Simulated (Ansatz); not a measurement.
Isolated molecules relaxed with PBE0-D4/def2-TZVP in Ansatz; ΔE leaves out vibrations. CCSD(T)/CBS is the MP2 limit (def2-TZVPP, def2-QZVPP) plus CCSD(T) − MP2 in def2-TZVPP, frozen cores. DFT in def2-TZVPP. Each species was taken in one conformer, which may not be the lowest.

`C=C[SiH](O)[SiH](O)O` + `[SiH3]S` → `O[SiH](O)S[SiH3]` + `C=C[SiH2]O`  (cleavage of the Si–Si bond)

CCSD(T)/CBS gives -0.95 eV.

Q: Another level gave -0.94 eV. Which?
A. PBE0/def2-TZVPP
B. MP2/def2-TZVPP
C. PBE-D4/def2-TZVPP
D. B2PLYP/def2-TZVPP

A: D. B2PLYP -0.94, PBE0 -0.88, PBE-D4 -0.81, MP2/def2-TZVPP -1.02 eV.

Largest T1 diagnostic among the species: 0.012.

From PBE to PBE0 (25 % exact exchange), in def2-TZVPP and without D4, ΔE moves by −0.07 eV.
